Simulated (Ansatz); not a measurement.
Reaction (atomization): `C[C]1=[N][AlH]1` → Al• + 2 C• + 4 H• + N•

Gas-phase electronic energies from Ansatz, PBE0-D4/def2-TZVP geometries. CCSD(T)/CBS is the MP2 limit (def2-TZVPP, def2-QZVPP) plus CCSD(T) − MP2 in def2-TZVPP, frozen cores. This one scheme is used for every species, atoms too. DFT in def2-TZVPP. B3LYP here is the variant with VWN-RPA as its local correlation; programs differ in this. Open shells (•) are unrestricted, without spin–orbit coupling. Spin–orbit coupling would lower the free atoms: a little for Al, C.

`C[C]1=[N][AlH]1`:

```xyz
8

C    -1.090   -0.709    0.267
C     0.073    0.148   -0.071
N     0.079    1.291   -0.670
Al    1.790    0.800   -0.248
H    -1.135   -0.870    1.347
H    -2.018   -0.241   -0.076
H    -0.978   -1.693   -0.196
H     3.279    1.273   -0.353
```

Problem. What is ΔE at CCSD(T)/CBS? (Estimate.)

Solution. Computed: +30.09 eV.

Problem. What do these levels give: BLYP-D4, B3LYP-D4, r2SCAN0-D4, CAM-B3LYP-D4, ωB97M-V, B2PLYP, PBE-QIDH, BLYP, r2SCANh, r2SCAN0, CCSD/def2-TZVPP, HF/def2-QZVPP? (An estimate is asked.)

Solution. The calculation gave: BLYP-D4 30.35, B3LYP-D4 30.20, r2SCAN0-D4 29.60, CAM-B3LYP-D4 30.25, ωB97M-V 30.28, B2PLYP 29.88, PBE-QIDH 29.92, BLYP 30.03, r2SCANh 29.96, r2SCAN0 29.56, CCSD/def2-TZVPP 28.54, HF/def2-QZVPP 20.79 eV.

Problem. What do rigid-rotor, harmonic-oscillator terms from PBE0-D4/def2-TZVP frequencies (298.15 K, 1 bar) make of the CCSD(T)/CBS value? (Best estimate.)

Solution. Computed: ΔZPE = -1.44 eV, ΔH = +28.99 eV, ΔS = 793 J/(mol·K), ΔG = +26.54 eV. Open shells count their whole term as degenerate.

Largest T1 diagnostic among the species: 0.018.

From PBE to PBE0 (25 % exact exchange), in def2-TZVPP and without D4, ΔE moves by −0.79 eV: exact exchange takes away binding that semilocal exchange gives to molecules. In def2-TZVPP, CCSD(T) changes the Hartree–Fock value by +8.44 eV (the triples alone add +0.63 eV) and MP2 by +9.10 eV; breaking electron pairs costs correlation energy, which Hartree–Fock lacks. The D4 term adds +0.23 eV with B3LYP and +0.12 eV with PBE0; it sums over pairs of atoms, weighted by their polarisabilities, and B3LYP, whose exchange is more repulsive, gets the larger term.

For atomizations the MP2-based limit and the directly extrapolated one differ by several kJ/mol either way, and by 10 to 25 for some Ge, Se and Sn compounds, so smaller differences from it don't rank the levels.
